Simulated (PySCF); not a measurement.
Calculation: PBE0-D3(BJ)/def2-TZVP in PySCF. Gas-phase values, no solvent. One relaxed conformer stands for a flexible species; it need not be the lowest. Delta-SCF ions had no search for a lower state. Excitations are Tamm–Dancoff values on a coarser integration grid. The basis has no diffuse functions, so Rydberg states are missing or too high.

Reference species (SMILES): `C(C=C)S` (C–C–C–S torsion -119°, C–C–S–H torsion 57°) (neutral, multiplicity 1).

```
Item                                      Value
--------------------------------------  -------
T1 excitation (TDA)                     4.29 eV
S1 oscillator strength                    0.017
vertical ionisation energy (Delta-SCF)  9.02 eV
```

After one change: the T1 excitation (TDA) goes up by 0.40 eV; the S1 oscillator strength drops by 0.016; the vertical ionisation energy (Delta-SCF) drops by 0.31 eV.

Question: Name the change that produced these shifts. The new species is one of these.
A) `SC1CC1` (H–S–C–C torsion 37°)
B) `C/C=C\S` (C–C–S–H torsion 0°)
C) `C/C=C/S` (C–C–S–H torsion 0°)
D) `C1CSC1`

Answer: A, `SC1CC1` (H–S–C–C torsion 37°)
